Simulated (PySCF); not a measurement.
Sn²⁺ (tin, charge +2): UHF calculation

Configuration: [Kr] 4d10 5s2, closed-shell 1S. Computed with PySCF 2.14 in aug-cc-pVTZ-PP with one added diffuse shell each of d, f type with ECP28MDF (6s5p5d3f, 67 functions), with scalar relativity through the core potential.

| Item | Value |
| --- | --- |
| Total energy | -212.583300 hartree |
| One-electron energy | -362.4861 hartree |
| Hartree (Coulomb) energy | 166.5917 hartree |
| Exchange energy | -16.6888 hartree |
| ⟨S²⟩ | 0.0000 |
| ⟨L²⟩ | 0.000 |
| Sum of ⟨r⟩ | 22.51 bohr |
| Sum of ⟨r²⟩ | 32.36 bohr² |

```
shell  electrons  mean orbital energy (eV)  rms radius, mean of both spins (bohr)
   4s          2                   -176.84                                  0.879
   4p          6                   -127.44                                  0.953
   4d         10                   -52.973                                   1.17
   5s          2                   -28.789                                   2.42
```

Energies and moments cover only the electrons outside the core potential.
